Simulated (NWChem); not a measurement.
C[S][Mg][F] (CH₃FMgS), optimised at PBE0/def2-SVP with NWChem:

- highest occupied level (eV): -6.72
- orbital gap (eV): 5.26
- dipole (D): 1.81
- highest harmonic frequency (cm⁻¹): 3178
- zero-point energy (kcal/mol): 25.7

All stand in one matching conformer (torsions within 35°), which need not be the lowest.

Q: One Mg atom is replaced by Be, giving C[S][Be][F] (CH3BeFS), optimised at the same level. How do these values move?

A: 
```tsv
quantity	new value	change
highest occupied level (eV)	-7.16	-0.44
orbital gap (eV)	6.77	+1.51
dipole (D)	1.91	+0.10
highest harmonic frequency (cm⁻¹)	3193	+15
zero-point energy (kcal/mol)	27.2	+1.5
```
